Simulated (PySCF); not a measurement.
## [C10H16]+: g tensor and hyperfine couplings

Adamantane radical cation, C10H16 (charge +1 and doublet state).
Atom-mapped SMILES: `[CH2:1]1[C@H:2]2[CH2:3][C@H:4]3[CH2:5][C@@H:6]1[CH2:7][C@@H:8]([CH2:9]2)[CH2:10]3` (hydrogens: H11, H12 on C1; H13 on C2; H14, H15 on C3; H16 on C4; H17, H18 on C5; H19 on C6; H20, H21 on C7; H22 on C8; H23, H24 on C9; H25, H26 on C10)

Cartesian coordinates in Å at the PBE0-D3(BJ)/def2-SVP level; atoms count from 1:
```
atom  x, y, z in Å
C1     1.3956   -0.2257    0.4050
C2     1.0012    0.7433   -0.8019
C3     0.4562   -0.1245   -1.9191
C4    -0.8164   -0.8315   -1.4897
C5    -0.4336   -1.8061   -0.2904
C6     0.1112   -0.9125    0.7939
C7    -0.9192    0.0334    1.3528
C8    -1.3004    1.0017    0.1412
C9    -0.0303    1.7199   -0.2723
C10   -1.8629    0.1361   -0.9693
H11    2.1623   -0.9285    0.0508
H12    1.8150    0.3820    1.2192
H13    1.9362    1.2493   -1.0923
H14    0.2330    0.5161   -2.7956
H15    1.2129   -0.8432   -2.2706
H16   -1.2167   -1.4736   -2.2905
H17    0.3086   -2.5327   -0.6503
H18   -1.3375   -2.3472    0.0241
H19    0.3896   -1.5997    1.6515
H20   -0.5307    0.6439    2.1801
H21   -1.8318   -0.4815    1.6850
H22   -2.0547    1.6981    0.5412
H23    0.3763    2.3225    0.5544
H24   -0.2766    2.4485   -1.0712
H25   -2.1924    0.7905   -1.8010
H26   -2.7704   -0.3944   -0.6415
```

The hyperfine couplings belong to this conformer and change with its torsions.

As a line formula: adamantane radical cation (`C1C2CC3CC(CC1C3)C2`) [SMILES of the parent framework; charge +1 and doublet state].

Method used: UKS B3LYP, IGLO-III on C, pcH-1 on H, non-relativistic, mean-field spin-orbit, GIAO (PySCF 2.14.0). The structure is a single PBE0-D3(BJ)/def2-SVP conformer in the gas phase; no vibrational or solvent corrections. No stability test was run, so a lower SCF solution isn't excluded. No frequencies were computed at this geometry's level, so the symmetric structure isn't shown to be a minimum.

- g1, g2, g3: 2.00232, 2.00940, 2.00947
- g_iso: 2.00706
- Form of g: axial
- ⟨S²⟩: 0.7521 (exact 0.7500)
- α and β electrons: 38, 37
- HOMO–LUMO gap, α and β orbitals: 8.66, 2.27 eV
- Basis functions: 510

Isotropic coupling and dipolar principal values T1 to T3, in MHz:

```
atom  isotope  a_iso     T1     T2    T3  Mulliken spin population
  C1      13C   -3.5  -13.2  -12.5  25.7                      0.09
  C2      13C   -4.0  -12.5  -12.2  24.7                      0.08
  C3      13C   -6.5   -3.1   -2.6   5.7                      0.01
  C4      13C   -3.8  -11.9  -11.5  23.4                      0.08
  C5      13C   -3.5  -12.3  -11.5  23.8                      0.08
  C6      13C    0.1  -11.4  -11.3  22.7                      0.07
  C7      13C   -3.4  -13.0  -12.2  25.2                      0.09
  C8      13C   -3.9  -12.4  -12.1  24.5                      0.08
  C9      13C   -6.4   -3.3   -2.8   6.0                      0.01
 C10      13C   -6.5   -3.0   -2.6   5.7                      0.01
 H11       1H    6.6   -5.6   -1.9   7.5                      0.00
 H12       1H    5.0   -5.6   -1.9   7.4                      0.00
 H13       1H   35.5   -6.2   -2.8   9.0                      0.01
 H14       1H  120.2   -2.7   -1.6   4.3                      0.05
 H15       1H   12.7   -1.8   -1.8   3.6                      0.00
 H16       1H   29.6   -5.9   -2.6   8.5                      0.01
 H17       1H    6.3   -5.2   -1.9   7.0                      0.00
 H18       1H    7.2   -5.2   -1.9   7.1                      0.00
 H19       1H  409.5   -7.9   -7.9  15.8                      0.16
 H20       1H    5.2   -5.4   -1.9   7.3                      0.00
 H21       1H    7.7   -5.5   -1.9   7.4                      0.00
 H22       1H   32.9   -6.1   -2.7   8.9                      0.01
 H23       1H   12.3   -1.9   -1.8   3.6                      0.00
 H24       1H  125.9   -2.8   -1.7   4.5                      0.05
 H25       1H  120.1   -2.7   -1.6   4.2                      0.05
 H26       1H   13.1   -1.8   -1.8   3.6                      0.01
```

The Mulliken spin populations are largest on H19 (+0.16), C1 (+0.09), C7 (+0.09) and C5 (+0.08). H19 is the only atom above +0.15.

Axes: g1 points within 2° of the C6–H19 bond.

Under fast tumbling the dipolar parts average out, and these isotropic splittings remain: 4 × 1H (H13/H16/H19/H22, I = 1/2, 5 lines) with 4.52 mT and 12 × 1H (H11 (×12), I = 1/2, 13 lines) with 1.31 mT.

Class means assume fast exchange of nuclei equivalent by connectivity; if that motion is slow, each nucleus keeps its own coupling. The 1H value of +126.9 MHz is a mean of couplings from 29.6 to 409.5 MHz in this one geometry, not an average over conformers. The 1H value of +36.9 MHz is a mean of couplings from 5.0 to 125.9 MHz in this one geometry, not an average over conformers.
